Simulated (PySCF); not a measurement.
All numbers come from PySCF, PBE0, basis Pb def2-SVP with ECP60, Cl def2-SVP (scalar-relativistic core potentials, no spin–orbit coupling, density fitting).

Each entry is the lowest minimum that a search over a few typed start shapes (and spin states, where more than one is plausible) found, or that minimum re-optimised at the stated level; isomers with ligand–ligand bonds, or fragments after loss of a ligand pair, can lie lower. Open shells are unrestricted.

PbCl3 is a doublet of C3v symmetry with Pb–Cl 2.485 Å (×3); Cl–Pb–Cl 109.8° (×3). Its wavenumbers are 74, 75 (×2), 292, 307 (×2) cm⁻¹.

Question: What changes when one electron is removed, giving PbCl₃⁺?

Answer: It costs 9.47 eV between the minima (9.48 eV with zero-point energy). PbCl₃⁺ is a singlet of D3h symmetry with Pb–Cl 2.363 Å (×3); Cl–Pb–Cl 120.0° (×3); wavenumbers 78 (×2), 81, 338, 389 (×2) cm⁻¹.

No spin–orbit coupling is included, which matters more the heavier the element.
